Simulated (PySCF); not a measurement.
Electrostatic solvation of a mixed set.

Level: CAM-B3LYP/def2-SVPD in PySCF, non-relativistic, each on one gas-phase PBE0-D3(BJ)/def2-SVP geometry that isn't relaxed in the solvent. The solvent is an IEF-PCM continuum (van der Waals radii × 1.2). The model holds no explicit solvent molecules, cavitation or dispersion.

Question: Order them by E(solvent) − E(gas) in acetonitrile (ε = 35.69), most negative first (kcal/mol).
A. `[BH2:1][O:2][C:3]([CH3:4])([CH3:5])[F:6]` with H–B1–O2–C3 0° and 180°, B1–O2–C3–C4 -65°
B. `[BH:1]1[S:2][CH2:3][CH2:4][S:5]1` with S5–B1–S2–C3 -10°, B1–S2–C3–C4 30°, S2–C3–C4–S5 -41°, C3–C4–S5–B1 31°
C. `[CH3:1][CH2:2][B:3]([F:4])[O:5][CH3:6]` with C1–C2–B3–F4 -179°, C2–B3–O5–C6 180°

Answer: A (-3.9), B (-3.3), C (-2.6).

| SMILES | charge | ΔE (kcal/mol) | polarisation term (kcal/mol) | HOMO shift (eV) | dipole gas (D) | dipole solvent (D) | atoms | lowest singlet, gas (eV) | lowest singlet, solvent (eV) |
| --- | --- | --- | --- | --- | --- | --- | --- | --- | --- |
| BOC(C)(C)F | 0 | -3.9 | -4.6 | +0.02 | 2.47 | 3.24 | 14 | 6.23 | 6.27 |
| B1SCCS1 | 0 | -3.3 | -4.1 | +0.02 | 2.28 | 3.24 | 10 | 5.31 | 5.23 |
| CCB(F)OC | 0 | -2.6 | -2.8 | +0.05 | 0.93 | 1.03 | 14 | 8.39 | 8.36 |

The polarisation term is half the interaction of the solute with the induced surface charges. Singlets are vertical TDDFT energies (frozen core, non-equilibrium response), the lowest in each medium.
